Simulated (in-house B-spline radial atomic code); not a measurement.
A calculation on Ru⁺ (an excited or competing configuration): its settings, and results tabulated from the run. Level of theory: Dirac-Hartree-Fock, average of the jj configuration, Fermi nucleus of rms radius 4.4809 fm; calculated with an all-electron radial atomic-structure program (B-spline basis).

In the input, a minus or plus after the letter marks the j = l - 1/2 or j = l + 1/2 subshell.

Command:
```bash
python run_scf.py task.json out
```
Settings (nuclear radius in fm, mass in u):
```
Z                44
configuration    1s2 2s2 2p6 3s2 3p6 3d10 4s2 4p6 4d-2 4d+5
hamiltonian      dirac
method           hf
spin_polarised   False
nucleus          fermi
rms_radius       4.4809
atomic_mass      101.90434
speed_of_light   137.035999084
```

Output (hartree, bohr):
```
 radial grid: 81 intervals, B-splines of order 8, outer radius 60 bohr

 iter        energy (Eh)    residual
    1       -4522.226601    5.35e-01
    2       -4526.151702    2.56e-01
    3       -4528.828459    6.65e-02
    4       -4529.029421    1.43e-02
    5       -4529.038902    1.05e-02
    6       -4529.042432    2.24e-03
    7       -4529.042538    4.81e-04
    8       -4529.042545    8.81e-05
    9       -4529.042545    7.72e-06
   10       -4529.042545    5.98e-07
   11       -4529.042545    4.92e-08

 total energy                     -4529.04254
 kinetic                            4713.8312
 electron-nucleus                 -10949.1442
 electron-electron                  1706.2704

 first-order corrections (not in the total)
   Gaunt                             3.1633
   retardation                      -0.3163
   frequency dependence             -0.0217
   self-energy                       2.1290
   Uehling                          -0.2518
   Wichmann-Kroll                    0.0041
   recoil                            0.0170

 orbital      occ     eigenvalue          <r>       <r^2>       <1/r>       <r^4>     <1/r^2>       r_max    small
 1s1/2      2.000      -817.9742    0.0334268  0.00150892     45.8782  5.9144e-06     4466.71     0.02172  2.58e-02
 2s1/2      2.000      -120.7481     0.145035   0.0248654     10.5197  0.00107053     496.555      0.1228  5.37e-03
 2p1/2      2.000      -111.2124     0.123703   0.0187921     10.4615  0.00071261     159.771     0.09558  5.35e-03
 2p3/2      4.000      -106.3803     0.128433   0.0201302     9.91581 0.000806245     133.988     0.09954  5.16e-03
 3s1/2      2.000       -22.7500     0.400023    0.183187     3.64451   0.0516231     92.5949      0.3606  1.47e-03
 3p1/2      2.000       -18.9994     0.393941    0.180453     3.53782   0.0526622     29.5506      0.3483  1.41e-03
 3p3/2      4.000       -18.1523     0.404113     0.18971     3.40957   0.0581101     25.0078      0.3575  1.37e-03
 3d3/2      4.000       -11.5571     0.381192    0.173713     3.21628   0.0572821     13.1273      0.3003  1.24e-03
 3d5/2      6.000       -11.4076     0.384365    0.176481     3.18429   0.0590692     12.8154      0.3029  1.22e-03
 4s1/2      2.000        -3.7221      1.02868     1.19853     1.32128     2.18055     15.5553      0.9173  3.26e-04
 4p1/2      2.000        -2.4792      1.11579     1.42578     1.20398     3.23702      4.6472      0.9695  2.79e-04
 4p3/2      4.000        -2.4047      1.14745     1.50886     1.16431      3.6425     3.94128      0.9942  2.66e-04
 4d3/2      2.000        -0.6577      1.60646     3.13306    0.833622     19.8989      1.3271       1.208  1.47e-04
 4d5/2      5.000        -0.6525      1.62519     3.20579    0.822987     20.7988     1.28538       1.221  1.44e-04
```

Run time, properties included: 0.99 s on 1 thread of Intel(R) Xeon(R) 6975P-C, on a shared host.

For the Dirac Hamiltonian the kinetic term is c α·p + (β - 1)c².
